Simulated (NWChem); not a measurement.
System: InHF₂; SMILES [F][InH][F]

Computed with NWChem. def2 effective core potentials on In; no spin-orbit coupling. The level has its own optimisation; frequencies are unscaled.

Problem. What does the run give for PBE0/def2-SVP? Quantities: r H–In (Å); r F–In (Å); highest harmonic frequency (cm⁻¹); lowest (cm⁻¹); zero-point energy (kcal/mol).

Solution. 
* **r H–In (Å)**: 1.693
* **r F–In (Å)**: 1.949
* **highest harmonic frequency (cm⁻¹)**: 1902
* **lowest (cm⁻¹)**: 152
* **zero-point energy (kcal/mol)**: 5.9
